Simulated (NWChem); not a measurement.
Everything below was run with NWChem. System: Cl$_{2}$Se, charge 0, spin multiplicity 1, at a geometry optimised with PBE0/def2-SVP. The structure started from a generated list of species. Level: RHF/def2-TZVP.

Output (cleaned and shortened):

```
             Northwest Computational Chemistry Package (NWChem) 7.3.0
             --------------------------------------------------------

                                NWChem Input Module
                                -------------------

 Scaling coordinates for geometry "geometry" by  1.889725989
 (inverse scale =  0.529177249)

 Turning off AUTOSYM since
 SYMMETRY directive was detected!

                             Geometry "geometry" -> ""
                             -------------------------

 Output coordinates in angstroms (scale by  1.889725989 to convert to a.u.)

  No.       Tag          Charge          X              Y              Z
 ---- ---------------- ---------- -------------- -------------- --------------
    1 Se                  34.0000     0.00000000     0.00000000    -0.68410500
    2 Cl                  17.0000    -1.68485200     0.00000000     0.68410500
    3 Cl                  17.0000     1.68485200     0.00000000     0.68410500

 Effective nuclear repulsion energy (a.u.)     327.2325795109

            Nuclear Dipole moment (a.u.)
            ----------------------------
        X                 Y               Z
 ---------------- ---------------- ----------------
     0.0000000000     0.0000000000     0.0000000000

      Symmetry information
      --------------------

 Group name             C2v
 Group number             16
 Group order               4
 No. of unique centers     2

      Symmetry unique atoms

     1    2


 Summary of "ao basis" -> "" (spherical)
 ------------------------------------------------------------------------------
       Tag                 Description            Shells   Functions and Types
 ---------------- ------------------------------  ------  ---------------------
 *                         def2-tzvp                  on all atoms

 Summary of "ao basis" -> "ao basis" (spherical)
 ------------------------------------------------------------------------------
       Tag                 Description            Shells   Functions and Types
 ---------------- ------------------------------  ------  ---------------------
 Se                        def2-tzvp                16       48   6s5p4d1f
 Cl                        def2-tzvp                13       37   5s5p2d1f

                                 NWChem SCF Module
                                 -----------------

  ao basis        = "ao basis"
  functions       =   122
  atoms           =     3
  closed shells   =    34
  open shells     =     0
  charge          =   0.00
  wavefunction    = RHF
  use symmetry    = T
  symmetry adapt  = T

 Summary of "ao basis" -> "ao basis" (spherical)
 ------------------------------------------------------------------------------
       Tag                 Description            Shells   Functions and Types
 ---------------- ------------------------------  ------  ---------------------
 Se                        def2-tzvp                16       48   6s5p4d1f
 Cl                        def2-tzvp                13       37   5s5p2d1f

      Symmetry analysis of basis
      --------------------------

        a1         46
        a2         17
        b1         36
        b2         23

 Forming initial guess at       0.1s

      Superposition of Atomic Density Guess
      -------------------------------------

 Sum of atomic energies:       -3318.76190378

      Non-variational initial energy
      ------------------------------

 Total energy =   -3319.046846
 1-e energy   =   -5267.168930
 2-e energy   =    1620.889505
 HOMO         =      -0.224397
 LUMO         =      -0.063973

      Symmetry analysis of molecular orbitals - initial
      -------------------------------------------------

  Numbering of irreducible representations:

     1 a1          2 a2          3 b1          4 b2

  Orbital symmetries:

     1 a1          2 b1          3 a1          4 a1          5 b1
     6 a1          7 b2          8 b1          9 a1         10 a1
    11 a1         12 b1         13 a1         14 b2         15 b1
    16 a2         17 b1         18 a1         19 b2         20 b1
    21 a1         22 a2         23 a1         24 b2         25 a1
    26 b1         27 a1         28 b1         29 a1         30 b2
[...]
              iter       energy          gnorm     gmax       time
             ----- ------------------- --------- --------- --------
                 1    -3318.8222789196  7.28D-01  1.81D-01      1.9
                 2    -3318.8607573584  2.08D-01  4.17D-02      2.1
                 3    -3318.8647944103  1.96D-02  5.86D-03      2.2
                 4    -3318.8648644957  2.90D-04  8.32D-05      2.5
                 5    -3318.8648645080  4.24D-08  1.01D-08      2.8

       Final RHF  results
       ------------------

         Total SCF energy =  -3318.864864508021
      One-electron energy =  -5265.650872809402
      Two-electron energy =   1619.553428790432
 Nuclear repulsion energy =    327.232579510949

        Time for solution =      0.9s

       Symmetry analysis of molecular orbitals - final
       -----------------------------------------------

  Numbering of irreducible representations:

     1 a1          2 a2          3 b1          4 b2

  Orbital symmetries:

     1 a1          2 b1          3 a1          4 a1          5 b1
     6 a1          7 b2          8 b1          9 a1         10 a1
    11 b1         12 a1         13 a1         14 b1         15 b2
    16 a2         17 b1         18 a1         19 b2         20 b1
    21 a1         22 a2         23 b2         24 a1         25 a1
    26 b1         27 a1         28 b1         29 a1         30 b2
    31 a2         32 b1         33 a1         34 b2         35 a1
    36 b1         37 b1         38 a1         39 b2         40 a1
    41 a2         42 a1         43 b1         44 b2

             Final eigenvalues
             -----------------

              1
    1 -460.9337
    2 -104.8643
    3 -104.8643
    4  -60.7345
    5  -54.3357
    6  -54.3351
    7  -54.3328
    8  -10.5911
    9  -10.5911
   10   -8.9981
   11   -8.0577
   12   -8.0577
   13   -8.0561
   14   -8.0561
   15   -8.0559
   16   -8.0559
   17   -6.7328
   18   -6.7302
   19   -6.7204
   20   -2.7262
   21   -2.7253
   22   -2.7122
   23   -2.7090
   24   -2.7060
   25   -1.1555
   26   -1.1028
   27   -0.8734
   28   -0.5783
   29   -0.5475
   30   -0.5379
   31   -0.4908
   32   -0.4715
   33   -0.4684
   34   -0.3638
   35    0.0347
   36    0.0465
   37    0.2867
   38    0.2895
   39    0.3129
   40    0.3389
   41    0.3573
   42    0.3696
   43    0.3720
   44    0.3738

                       ROHF Final Molecular Orbital Analysis
                       -------------------------------------

 Vector   32  Occ=2.000000D+00  E=-4.715391D-01  Symmetry=b1
              MO Center= -4.9D-16, -7.8D-17,  6.2D-01, r^2= 4.1D+00
   Bfn.  Coefficient  Atom+Function         Bfn.  Coefficient  Atom+Function
  ----- ------------  ---------------      ----- ------------  ---------------
    63      0.329810  2 Cl px               100      0.329810  3 Cl px
    65      0.230576  2 Cl pz               102     -0.230576  3 Cl pz
    66      0.209399  2 Cl px               103      0.209399  3 Cl px
    68      0.152211  2 Cl pz               105     -0.152211  3 Cl pz

 Vector   33  Occ=2.000000D+00  E=-4.683582D-01  Symmetry=a1
              MO Center=  8.9D-15, -5.3D-16,  2.6D-01, r^2= 3.9D+00
   Bfn.  Coefficient  Atom+Function         Bfn.  Coefficient  Atom+Function
  ----- ------------  ---------------      ----- ------------  ---------------
    65      0.348565  2 Cl pz               102      0.348565  3 Cl pz
     6      0.250743  1 Se s                 18     -0.239195  1 Se pz
    68      0.222064  2 Cl pz               105      0.222064  3 Cl pz
     5      0.188080  1 Se s                 62      0.157813  2 Cl pz
    99      0.157813  3 Cl pz

 Vector   34  Occ=2.000000D+00  E=-3.637889D-01  Symmetry=b2
              MO Center=  2.1D-14, -1.2D-15, -3.1D-01, r^2= 3.0D+00
   Bfn.  Coefficient  Atom+Function         Bfn.  Coefficient  Atom+Function
  ----- ------------  ---------------      ----- ------------  ---------------
    17      0.504998  1 Se py                20      0.306097  1 Se py
    11     -0.295573  1 Se py                14      0.263814  1 Se py
    64     -0.226720  2 Cl py               101     -0.226720  3 Cl py
    67     -0.198427  2 Cl py               104     -0.198427  3 Cl py

 Vector   35  Occ=0.000000D+00  E= 3.466603D-02  Symmetry=a1
              MO Center= -8.3D-15, -3.8D-15, -1.6D-01, r^2= 4.4D+00
   Bfn.  Coefficient  Atom+Function         Bfn.  Coefficient  Atom+Function
  ----- ------------  ---------------      ----- ------------  ---------------
    21      0.671562  1 Se pz                 6      0.589517  1 Se s
    66     -0.414876  2 Cl px               103      0.414876  3 Cl px
    18      0.385565  1 Se pz                53     -0.354255  2 Cl s
    90     -0.354255  3 Cl s                  5      0.231327  1 Se s
    12     -0.222121  1 Se pz                63     -0.202272  2 Cl px

 Vector   36  Occ=0.000000D+00  E= 4.648357D-02  Symmetry=b1
              MO Center= -1.6D-14, -4.7D-17, -4.3D-01, r^2= 4.0D+00
   Bfn.  Coefficient  Atom+Function         Bfn.  Coefficient  Atom+Function
  ----- ------------  ---------------      ----- ------------  ---------------
    19      0.799594  1 Se px                16      0.426902  1 Se px
    53      0.387567  2 Cl s                 90     -0.387567  3 Cl s
    68     -0.339814  2 Cl pz               105      0.339814  3 Cl pz
    10     -0.248985  1 Se px                66      0.222873  2 Cl px
   103      0.222873  3 Cl px                13      0.215294  1 Se px

 Vector   37  Occ=0.000000D+00  E= 2.867328D-01  Symmetry=b1
              MO Center=  5.7D-15,  2.3D-16, -7.4D-01, r^2= 5.5D+00
   Bfn.  Coefficient  Atom+Function         Bfn.  Coefficient  Atom+Function
  ----- ------------  ---------------      ----- ------------  ---------------
    19      1.890482  1 Se px                16     -1.078373  1 Se px
    53      0.654399  2 Cl s                 90     -0.654399  3 Cl s
    40     -0.274311  1 Se d  1              10      0.187597  1 Se px
    68     -0.169132  2 Cl pz               105      0.169132  3 Cl pz

 center of mass
 --------------
 x =   0.00000000 y =   0.00000000 z =  -0.07799389

 moments of inertia (a.u.)
 ------------------
         247.871111786390           0.000000000000           0.000000000000
           0.000000000000         956.848742775996           0.000000000000
           0.000000000000           0.000000000000         708.977630989605

  Mulliken analysis of the total density
  --------------------------------------

    Atom       Charge   Shell Charges
 -----------   ------   -------------------------------------------------------
    1 Se  34    33.61   2.00  2.00  1.17  0.77  1.06  0.87  6.00  5.93  0.87  2.10  0.63  8.97  1.03  0.05  0.12  0.03
    2 Cl  17    17.20   2.01  0.45  1.52  1.10  0.88  4.18  1.69  1.05  2.84  1.42  0.01  0.04  0.00
    3 Cl  17    17.20   2.01  0.45  1.52  1.10  0.88  4.18  1.69  1.05  2.84  1.42  0.01  0.04  0.00

       Multipole analysis of the density wrt the origin
       ------------------------------------------------

     L   x y z        total         open         nuclear
     -   - - -        -----         ----         -------
     0   0 0 0     -0.000000      0.000000     68.000000

     1   1 0 0      0.000000      0.000000      0.000000
     1   0 1 0      0.000000      0.000000      0.000000
     1   0 0 1     -0.497638      0.000000      0.000000

     2   2 0 0    -32.112485      0.000000    344.667318
     2   1 1 0      0.000000      0.000000      0.000000
     2   1 0 1      0.000000      0.000000      0.000000
     2   0 2 0    -33.528564      0.000000      0.000000
     2   0 1 1      0.000000      0.000000      0.000000
     2   0 0 2    -30.639986      0.000000    113.645466

 Task  times  cpu:        2.8s     wall:        2.8s

 Total times  cpu:        2.9s     wall:        2.9s
```

Q: Write an NWChem input that would produce this output.

A: This is not unique; one that fits is 
```
start mol
memory heap 200 mb stack 900 mb global 1100 mb
geometry units angstroms nocenter noautoz
  Se     0.000000     0.000000    -0.684105
  Cl    -1.684852     0.000000     0.684105
  Cl     1.684852     0.000000     0.684105
  symmetry group C2v
end
basis spherical
  * library def2-tzvp
end
scf
  rhf
  nopen 0
  maxiter 100
  thresh 1e-7
  semidirect memsize 60000000 filesize 0
end
task scf energy
```
